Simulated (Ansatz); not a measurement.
Species: sum formula Si$_{2}$N$_{2}$H$_{7}$, net charge 0, doublet state. It need not be the lowest isomer of its formula. 
Structure (B3LYP-D3(BJ)/def2-TZVP (Ansatz, an electronic-structure program) minimum search):
```
Si
N 1 1.7348
H 2 1.0089 1 119.10
H 2 1.0090 3 110.63 1 -144.35
H 1 1.4862 2 105.54 3 176.98
H 1 1.4923 5 107.11 2 -124.01
Si 1 2.3399 5 115.58 6 -120.40
N 7 1.7299 1 109.43 5 -52.95
H 8 1.0076 7 122.39 1 160.28
H 8 1.0082 9 112.06 7 -154.72
H 7 1.4915 8 106.26 9 35.89
```
Charge 0, spin multiplicity 2.

Wanted: atomisation energy (electronic, to ground-state atoms), in kcal/mol. Cores are frozen in the correlated levels unless marked. UHF or UKS for open shells. No spin-orbit coupling. No relativistic terms. The coupled-cluster limit lacks core correlation, which all-electron functionals hold. Basis-set limits of correlation are two-point, X^-3; Hartree-Fock from the larger set.

| level | program | atomisation energy (kcal/mol) |
|---|---|---|
| B97M-V/def2-TZVPD | Ansatz | 831.3 |
| B3LYP-D4/def2-TZVPD | Ansatz + dftd4 | … |
| PBE0/6-31G* | Ansatz | 799.6 |
| PBE0/def2-TZVPD | Ansatz | … |
| B2GP-PLYP/def2-TZVPD | Ansatz | 812.3 |
| PBE-QIDH/def2-TZVPD | Ansatz | … |
| CCSD/aug-cc-pV(D+d)Z | Ansatz | 749.3 |
| CCSD/cc-pV(T+d)Z | Ansatz | 788.8 |
| CCSD(T)/CBS(cc-pV(T+d)Z,cc-pV(Q+d)Z) | Ansatz | … |

Problem. Fill in the missing entries.

Solution. 
- B3LYP-D4/def2-TZVPD, atomisation energy (kcal/mol): 834.5
- PBE0/def2-TZVPD, atomisation energy (kcal/mol): 820.0
- PBE-QIDH/def2-TZVPD, atomisation energy (kcal/mol): 811.2
- CCSD(T)/CBS(cc-pV(T+d)Z,cc-pV(Q+d)Z), atomisation energy (kcal/mol): 830.0
